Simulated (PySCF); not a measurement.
Sb(F)3 anion (F3Sb), SMILES [Sb]([F])([F])[F] (connectivity only; charge and spin as stated), charge -1, multiplicity 2.

Geometry optimised at B3LYP-D3(BJ)/def2-SVPD. The multiplicity is an assumed one; other spin states were not compared. The isomer is the one that the SMILES or the coordinates give; other isomers of the formula were not compared. The def2 effective core potentials stand for the cores of Sb; spin–orbit coupling is left out.

All values below come from B3LYP-D3(BJ)/def2-SVPD (PySCF).

Frequencies are harmonic and unscaled.

Computed harmonic wavenumbers and intensities:
```tsv
mode	ν (cm⁻¹)	IR (km/mol)	moving atoms (share of kinetic energy)
1	80	16.3	F 78 %, Sb 22 %
2	122	14.1	F 83 %, Sb 17 %
3	212	1.0	F 96 %
4	402	337.7	F 75 %, Sb 25 %
5	414	0.6	F 100 %
6	531	105.8	F 85 %, Sb 15 %
```
